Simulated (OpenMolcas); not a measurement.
**Multiconfigurational calculation on neutral germanium**

Input:

```
&GATEWAY
Coord
1

Ge 0.0 0.0 0.0
Basis=ANO-RCC-VQZP
Group=XYZ
NoMove
AngMom=0.0 0.0 0.0
AMFI
&SEWARD
&RASSCF
FileOrb=start.orb
Symmetry=1
Spin=3
nActEl=2 0 0
Inactive=9 6
Ras2=0 3
CIRoot=3 3 1
SDav=3
CIMx=300
Iter=120 100
PrWF=0.3
OrbListing=Nothing
MaxOrb=0
Atom
>>> COPY $Project.JobIph JOB001
&RASSCF
FileOrb=start.orb
Symmetry=1
Spin=1
nActEl=2 0 0
Inactive=9 6
Ras2=0 3
CIRoot=6 6 1
SDav=6
CIMx=300
Iter=120 100
PrWF=0.3
OrbListing=Nothing
MaxOrb=0
Atom
>>> COPY $Project.JobIph JOB002
&RASSI
NrOfJobIphs=2 3 6
1 2 3
1 2 3 4 5 6
IphNames
JOB001
JOB002
EJob
SpinOrbit
DIPRint=1.0
SOCoupling=1000.0
Subsets=2
MEES
Property=10
'ANGMOM' 1 'ANGMOM' 2 'ANGMOM' 3 'MLTPL  1' 1 'MLTPL  1' 2 'MLTPL  1' 3
'AMFI' 1 'AMFI' 2 'AMFI' 3 'MLTPL  2' 6
SOProperty=3
'ANGMOM' 1 'ANGMOM' 2 'ANGMOM' 3
```

Launched by
```bash
OMP_NUM_THREADS=1 MOLCAS_MEM=2252 MOLCAS_PROJECT=a pymolcas a.inp > a.log  # once for each step of the input, in one work folder
```

A driver script runs the steps one by one and writes start.orb anew before each from the orbitals found so far.

Output, cut to the results:

```
--- SEWARD ---
Basis set label: GE.ANO-RCC...7S6P4D2F1G.

      Electronic valence basis set:
      ------------------
      Associated Effective Charge  32.000000 au
      Associated Actual Charge     32.000000 au
      Nuclear Model: Point charge

      Shell  nPrim  nBasis  Cartesian Spherical Contaminant
         s      20       7        X
         p      17       6        X
         d      11       4                 X
         f       5       2                 X
         g       2       1                 X
                  Relativistic Douglas-Kroll-Hess integrals:
                    - DKH order of Hamiltonian: 2
                    - DKH order of Properties : 0
                  Atomic mean-field integrals
--- RASSCF ---
Wave function specifications:
      -----------------------------

      Number of closed shell electrons          30
      Number of electrons in active shells       2
      Max number of holes in RAS1 space          0
      Max nr of electrons in RAS3 space          0
      Number of inactive orbitals               15
      Number of active orbitals                  3
      Number of secondary orbitals              50
      Spin quantum number                      1.0
      State symmetry                             1
Orbital specifications:
      -----------------------

      Symmetry species                           1   2
                                                ag  au
      Frozen orbitals                            0   0
      Inactive orbitals                          9   6
      Active orbitals                            0   3
      RAS1 orbitals                              0   0
      RAS2 orbitals                              0   3
      RAS3 orbitals                              0   0
      Secondary orbitals                        27  23
      Deleted orbitals                           0   0
      Number of basis functions                 36  32
      Number of CSFs                             3
      Number of root(s) required                 3
      Iter CI   SX   CI       RASSCF       Energy    max ROT     max BLB   max BLB  Level Ln srch  Step   QN
          iter iter root      energy       change     param      element    value   shift minimum  type update
 Nr of preliminary CI iterations:   1
      Total energies have been shifted. Add                -2000.00 au
        1   1   13    0   -96.98899079    0.00E+00   7.01E-02    3  10 1  4.57E-02*  0.00   0.00    SX    NO
        2   1   13    0   -96.99289475   -3.90E-03*  1.45E-02    5  14 1  2.74E-02*  0.00   0.00    SX    NO
        3   1   13    0   -96.99314314   -2.48E-04*  6.06E-03    5  14 1 -2.30E-02*  0.00   0.00    SX    NO
        4   1   13    0   -96.99322511   -8.20E-05*  3.84E-03    4  13 1  2.00E-02*  0.00   0.00    SX    NO
        5   1   13    0   -96.99328216   -5.70E-05*  1.74E-03    5  14 1 -1.69E-02*  0.00   0.54    LS   YES
        6   1   10    0   -96.99342618   -1.44E-04*  1.02E-04    6  15 2 -1.86E-04*  0.00   1.01    QN   YES
        7   1    8    0   -96.99342621   -3.37E-08* -1.69E-05    9  10 1 -2.90E-05   0.00   0.94    QN   YES
        8   1    5    0   -96.99342621   -9.20E-10   3.87E-06    9  10 1 -4.91E-06   0.00   1.12    QN   YES
      Convergence after  8 iterations
        9   1    5    0   -96.99342621   -3.50E-11   3.87E-06    9  10 1 -5.75E-07   0.00   1.12    QN   YES
      Natural orbitals and occupation numbers for root  1
      sym 2:   1.000000   1.000000   0.000000
      Natural orbitals and occupation numbers for root  2
      sym 2:   1.000000   0.000000   1.000000
      Natural orbitals and occupation numbers for root  3
      sym 2:   0.000000   1.000000   1.000000
::    RASSCF root number  1 Total energy:  -2096.99342621
::    RASSCF root number  2 Total energy:  -2096.99342621
::    RASSCF root number  3 Total energy:  -2096.99342621
--- RASSCF ---
Wave function specifications:
      -----------------------------

      Number of closed shell electrons          30
      Number of electrons in active shells       2
      Max number of holes in RAS1 space          0
      Max nr of electrons in RAS3 space          0
      Number of inactive orbitals               15
      Number of active orbitals                  3
      Number of secondary orbitals              50
      Spin quantum number                      0.0
      State symmetry                             1
Orbital specifications:
      -----------------------

...
--- RASSI ---
SPIN-FREE ENERGIES:
  (Shifted by EMIN (a.u.) =      -2096.9934262123)

 SF State       Relative EMIN(au)   Rel lowest level(eV)    D:o, cm**(-1)      L_eff

     1             0.0000000000        0.0000000000              0.0000         1.0
     2             0.0000000000        0.0000000000              0.0000         1.0
     3             0.0000000000        0.0000000000              0.0000         1.0
     4             0.0385962960        1.0502587189           8470.9078         2.0
     5             0.0385962960        1.0502587189           8470.9078         2.0
     6             0.0385962960        1.0502587189           8470.9078         2.0
     7             0.0385962960        1.0502587189           8470.9078         2.0
     8             0.0385962960        1.0502587189           8470.9078         2.0
     9             0.0951508327        2.5891860610          20883.1939         0.0
     Dipole printing threshold changed to   1.00000000E+00
Eigenvalues of complex Hamiltonian:
   -----------------------------------
  (Shifted by EMIN (a.u.) =      -2096.9934262123)

 SO State       Relative EMIN(au)   Rel lowest level(eV)    D:o, cm**(-1)     J-value

     1            -0.0039742185        0.0000000000              0.0000        -0.0
     2            -0.0018542584        0.0576870538            465.2775         1.0
     3            -0.0018542584        0.0576870538            465.2775         0.6
     4            -0.0018542584        0.0576870538            465.2775         0.6
     5             0.0016759171        0.1537480226           1240.0614         1.2
     6             0.0016759171        0.1537480226           1240.0614         1.8
     7             0.0016759171        0.1537480226           1240.0614         1.1
     8             0.0016759171        0.1537480226           1240.0614         1.8
     9             0.0016759171        0.1537480226           1240.0614         1.8
...
```

The J values that RASSI prints are effective ones from its own formula and need not be integers or half-integers; the table below assigns J from the states.

Levels above the lowest, from the spin-orbit matrix, grouped by J:

```csv
Configuration,Term,J,E (cm⁻¹),Measured (cm⁻¹),g,Term weight %
4s² 4p²,³P,0,0.0,0.0,,100
4s² 4p²,³P,1,465,557,1.501,100
4s² 4p²,³P,2,1240,1410,1.499,100
4s² 4p²,¹D,2,9382,7125,1.002,100
4s² 4p²,¹S,0,21814,16367,,100
```

Against the 4 measured excited levels shown (NIST Handbook of Basic Atomic Spectroscopic Data) the mean absolute deviation is 2000 cm-1; the largest miss in energy is 4s² 4p² ¹S₀: computed 21814, measured 16367 cm⁻¹ (+33.3 %).

Without dynamic correlation excited terms often stand tens of per cent too high (terms of higher spin than the ground term too low), and those without a measured partner can miss by more than the paired ones. With the s shell closed, the reference lacks s² → p² mixing. Computed and measured levels are paired by configuration, term and J; levels that our copy of the source lacks, or whose pairing is in doubt (as where it misses far off the trend of its configuration), stay unpaired and out of the deviations. Levels of configurations outside the active space are missing.

The RASSCF and RASSI steps took 2.6 s on 1 thread of Arm Neoverse V2, on a shared host; the integral step is not counted.

The term weight is that of the spin-free term in the level, not the purity of its configuration.
